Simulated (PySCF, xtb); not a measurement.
Al(All)(Cl)(H) (C3H6AlCl), SMILES [Cl][AlH][CH2]C=C. The values are those of a single conformer.

Harmonic wavenumbers (cm⁻¹) from GFN2-xTB (xtb 6.7.1) at its own minimum, in rising order: 43, 72, 109, 161, 378, 416, 487, 581, 599, 645, 677, 860, 943, 992, 1007, 1071, 1154, 1290, 1399, 1434, 1679, 1824, 2882, 2919, 3039, 3070, 3125.

Problem. What does B3LYP-D3(BJ)/def2-SVP (PySCF) give at its own minimum? (An estimate is asked for; the answer gives what the named calculation found.)

Solution. 69, 130, 154, 277, 426, 465, 483, 598, 613, 707, 749, 899, 942, 972, 995, 1043, 1190, 1307, 1412, 1443, 1638, 1986, 3083, 3135, 3139, 3182, 3241. Paired by order, the mean absolute difference is 60 cm⁻¹ and the zero-point energies are 47.0 and 49.0 kcal/mol.
